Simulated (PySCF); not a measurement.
## Worked example: chemical shift, span and skew from a shielding tensor

dibromo(difluoro)methane (CBr2F2), SMILES FC(F)(Br)Br. Atoms are numbered in the order given.

```xyz
5

F      0.0000     1.0844    -1.4536
C      0.0000     0.0000    -0.6762
F      0.0000    -1.0844    -1.4536
Br    -1.6192     0.0000     0.4317
Br     1.6192     0.0000     0.4317
```
Charge 0, spin multiplicity 1.

The structure is a stationary point at PBE-D3(BJ)/def2-SVP.

GIAO shieldings from PySCF with B3LYP/pcSseg-1, non-relativistic, no solvent. The symmetric part of the tensor of C2 has the principal values 8.2, 10.6, 32.1 ppm. The same nucleus in TMS has σ = 181.3 ppm at this level (PySCF, at its B3LYP-D3(BJ)/def2-TZVP geometry). Without spin–orbit terms, shifts of atoms bonded to Cl or Br come out too high.

**Question.** Work out the isotropic shielding, the ¹³C shift against TMS, the span and the skew.

**Answer.** 
σ(iso) = (σ11 + σ22 + σ33)/3 = 17.0 ppm. δ = σ(ref) − σ(iso) = 181.3 − (17.0) = 164.3 ppm.
Span Ω = σ33 − σ11 = 23.9 ppm. Skew κ = 3(σ(iso) − σ22)/Ω = 0.80. Tumbling in solution averages the tensor to δ; in a static solid the shielding alone would spread this spin-1/2 line over Ω.
